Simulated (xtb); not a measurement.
xtb input (GFN-FF):

```bash
xtb mol.xyz --gfnff --opt tight --chrg 0 --uhf 0
```
mol.xyz:
```
20

Si    -0.00904443    -0.00250674    -0.10409137
C     -0.17012144    -0.04715059    -1.95790999
O     -1.28577826    -0.72757959     0.61361125
C     -2.62445255    -0.26582540     0.57124584
O      0.06520756     1.53615009     0.44170965
C      1.11462267     2.45145253     0.18092241
O      1.34581204    -0.77385882     0.38606868
C      1.59691676    -2.16149027     0.25010558
H     -1.09095799     0.43988524    -2.28579137
H     -0.18781219    -1.07453681    -2.32779462
H      0.66597152     0.46480927    -2.43904998
H     -3.00953097    -0.25004925    -0.45351366
H     -3.23774774    -0.94796155     1.15997053
H     -2.70658877     0.73850281     0.99416049
H      2.07004574     2.06759288     0.54711473
H      0.88778007     3.38422255     0.69717816
H      1.20529447     2.66100055    -0.88984113
H      1.61780238    -2.46262308    -0.80229602
H      2.57125246    -2.37493006     0.68959492
H      0.83738963    -2.75042936     0.77024748
```

Output:

```
           -------------------------------------------------
          |                Calculation Setup                |
           -------------------------------------------------

          ==================== Thresholds ====================
          CN  :   150.00000
          rep :   500.00000
          disp:  2500.00000
          HB1 :   250.00000
          HB2 :   450.00000

          Pauling EN used:
          Z : 1  EN :  2.20
          Z : 6  EN :  2.55
          Z : 8  EN :  3.44
          Z :14  EN :  1.90
          electric field strengths (au): 0.000

           -------------------------------------------------
          |           Force Field Initialization            |
           -------------------------------------------------

          distances ...
          ----------------------------------------
          generating topology and atomic info file ...
          pair mat ...
          computing topology distances matrix with Floyd-Warshall algo ...
          making topology EEQ charges ...
          #fragments for EEQ constrain: 1
          ----------------------------------------
          generating topology and atomic info file ...
          pair mat ...
          computing topology distances matrix with Floyd-Warshall algo ...
          making topology EEQ charges ...
          #fragments for EEQ constrain: 1
          rings ...
          # BATM   132
          # H in HB   0

  atom   neighbors  erfCN metchar sp-hybrid imet pi  qest     coordinates
    1  Si      4    3.62   0.06         3    0    0   0.504   -0.017091   -0.004737   -0.196704
    2  C       4    3.48   0.00         3    0    0  -0.102   -0.321483   -0.089102   -3.699914
    3  O       2    1.92   0.00         3    0    0  -0.377   -2.429769   -1.374926    1.159557
    4  C       4    3.53   0.00         3    0    0   0.041   -4.959497   -0.502337    1.079498
    5  O       2    1.92   0.00         3    0    0  -0.377    0.123224    2.902903    0.834710
    6  C       4    3.53   0.00         3    0    0   0.041    2.106332    4.632574    0.341894
    7  O       2    1.92   0.00         3    0    0  -0.377    2.543216   -1.462381    0.729564
    8  C       4    3.53   0.00         3    0    0   0.041    3.017735   -4.084625    0.472631
    9  H       1    0.97   0.00         0    0    0   0.054   -2.061612    0.831263   -4.319520
   10  H       1    0.97   0.00         0    0    0   0.054   -0.354914   -2.030580   -4.398894
   11  H       1    0.97   0.00         0    0    0   0.054    1.258504    0.878362   -4.609136
   12  H       1    0.97   0.00         0    0    0   0.050   -5.687189   -0.472525   -0.857017
   13  H       1    0.97   0.00         0    0    0   0.050   -6.118456   -1.791388    2.192027
   14  H       1    0.97   0.00         0    0    0   0.050   -5.114712    1.395568    1.878691
   15  H       1    0.97   0.00         0    0    0   0.050    3.911820    3.907184    1.033897
   16  H       1    0.97   0.00         0    0    0   0.050    1.677661    6.395254    1.317476
   17  H       1    0.97   0.00         0    0    0   0.050    2.277676    5.028562   -1.681556
   18  H       1    0.97   0.00         0    0    0   0.050    3.057203   -4.653683   -1.516120
   19  H       1    0.97   0.00         0    0    0   0.050    4.858963   -4.487967    1.303146
   20  H       1    0.97   0.00         0    0    0   0.050    1.582437   -5.197558    1.455557
[...]
 O  C  Rav=1.3860 sigma=0.0000  Rmin=1.3860  Rmax=1.3860     3
 Si C  Rav=1.8686 sigma=0.0000  Rmin=1.8686  Rmax=1.8686     1
 Si O  Rav=1.6647 sigma=0.0000  Rmin=1.6647  Rmax=1.6647     3

 selected bond angles (degree)
 --------------------
O3-Si1-C2=107.91               O5-Si1-C2=107.91               O5-Si1-O3=110.99               O7-Si1-C2=107.91
O7-Si1-O3=110.99               O7-Si1-O5=110.99               H9-C2-Si1=109.94               H10-C2-Si1=109.94
H10-C2-H9=108.99               H11-C2-Si1=109.94              H11-C2-H9=108.99               H11-C2-H10=108.99
C4-O3-Si1=115.79               H12-C4-O3=109.71               H13-C4-O3=109.08               H13-C4-H12=109.57
H14-C4-O3=109.21               H14-C4-H12=109.67              H14-C4-H13=109.59              C6-O5-Si1=115.79
H15-C6-O5=109.21               H16-C6-O5=109.08               H16-C6-H15=109.59              H17-C6-O5=109.71
H17-C6-H15=109.67              H17-C6-H16=109.57              C8-O7-Si1=115.79               H18-C8-O7=109.71
H19-C8-O7=109.08               H19-C8-H18=109.57              H20-C8-O7=109.21               H20-C8-H18=109.67
H20-C8-H19=109.59

 selected dihedral angles (degree)
 ---------------------------------
H9-C2-Si1-O3= 63.12           H9-C2-Si1-O5=303.12           H9-C2-Si1-O7=183.12           H10-C2-Si1-O3=303.12
H10-C2-Si1-O5=183.12          H10-C2-Si1-O7= 63.12          H11-C2-Si1-O3=183.12          H11-C2-Si1-O5= 63.12
H11-C2-Si1-O7=303.12          C4-O3-Si1-C2=272.09           C4-O3-Si1-O5= 30.13           C4-O3-Si1-O7=154.05
H12-C4-O3-Si1= 66.81          H13-C4-O3-Si1=186.83          H14-C4-O3-Si1=306.58          C6-O5-Si1-C2=272.09
C6-O5-Si1-O3=154.05           C6-O5-Si1-O7= 30.13           H15-C6-O5-Si1=306.58          H16-C6-O5-Si1=186.83
H17-C6-O5-Si1= 66.81          C8-O7-Si1-C2=272.09           C8-O7-Si1-O3= 30.13           C8-O7-Si1-O5=154.05
H18-C8-O7-Si1= 66.81          H19-C8-O7-Si1=186.83          H20-C8-O7-Si1=306.58
           -------------------------------------------------
          |                Final Singlepoint                |
           -------------------------------------------------
         :::::::::::::::::::::::::::::::::::::::::::::::::::::
         ::                     SUMMARY                     ::
         :::::::::::::::::::::::::::::::::::::::::::::::::::::
         :: total energy              -2.758609582427 Eh    ::
         :: gradient norm              0.000238936152 Eh/a0 ::
         ::.................................................::
         :: bond energy               -2.723526898027 Eh    ::
         :: angle energy               0.009057942785 Eh    ::
         :: torsion energy            -0.001939007363 Eh    ::
         :: repulsion energy           0.137934882732 Eh    ::
         :: electrostat energy        -0.168292085381 Eh    ::
         :: dispersion energy         -0.010888232340 Eh    ::
         :: HB energy                  0.000000000000 Eh    ::
         :: XB energy                  0.000000000000 Eh    ::
         :: bonded atm energy         -0.000956184833 Eh    ::
         :: external energy            0.000000000000 Eh    ::
         :: add. restraining           0.000000000000 Eh    ::
         :: total charge               0.000000000000 e     ::
         :::::::::::::::::::::::::::::::::::::::::::::::::::::

           -------------------------------------------------
          |                Property Printout                |
           -------------------------------------------------

molecular dipole:
                 x           y           z       tot (Debye)
 q only:       -0.046      -0.013      -0.531       1.354
           -------------------------------------------------
          |                Geometry Summary                 |
           -------------------------------------------------

      molecular mass/u    :      136.2219461
   center of mass at/Å    :       -0.0061811      -0.0017131      -0.0711375
  moments of inertia/u·Å² :        0.3025409E+03   0.3025409E+03   0.4259724E+03
rotational constants/cm⁻¹ :        0.5572017E-01   0.5572017E-01   0.3957447E-01

 * 19 selected distances

     #   Z          #   Z                                           value/Å
     1  14 Si       2   6 C                                       1.8685699 (max)
     1  14 Si       3   8 O                                       1.6647291
     3   8 O        4   6 C                                       1.3859682
     1  14 Si       5   8 O                                       1.6647291
     5   8 O        6   6 C                                       1.3859682
     1  14 Si       7   8 O                                       1.6647291
     7   8 O        8   6 C                                       1.3859682
     2   6 C        9   1 H                                       1.0852697
     2   6 C       10   1 H                                       1.0852697
     2   6 C       11   1 H                                       1.0852697 (min)
     4   6 C       12   1 H                                       1.0933336
     4   6 C       13   1 H                                       1.0932183
     4   6 C       14   1 H                                       1.0940030
     6   6 C       15   1 H                                       1.0940030
     6   6 C       16   1 H                                       1.0932183
     6   6 C       17   1 H                                       1.0933336
     8   6 C       18   1 H                                       1.0933336
     8   6 C       19   1 H                                       1.0932183
     8   6 C       20   1 H                                       1.0940030

 * 4 distinct bonds (by element types)

   Z      Z             #   av. dist./Å        max./Å        min./Å
   1 H    6 C          12     1.0914561     1.0940030     1.0852697
   6 C    8 O           3     1.3859682     1.3859682     1.3859682
   6 C   14 Si          1     1.8685699     1.8685699     1.8685699
   8 O   14 Si          3     1.6647291     1.6647291     1.6647291

optimized geometry written to: xtbopt.xyz

           -------------------------------------------------
          | TOTAL ENERGY               -2.758609582427 Eh   |
          | GRADIENT NORM               0.000238936152 Eh/α |
           -------------------------------------------------
########################################################################
[WARNING] Runtime exception occurred
-1- gfnff_setup: Could not read topology file.
########################################################################

------------------------------------------------------------------------
------------------------------------------------------------------------
 total:
 SCF:
 ANC optimizer:
Note: The following floating-point exceptions are signalling: IEEE_UNDERFLOW_FLAG IEEE_DENORMAL
normal termination of xtb
```
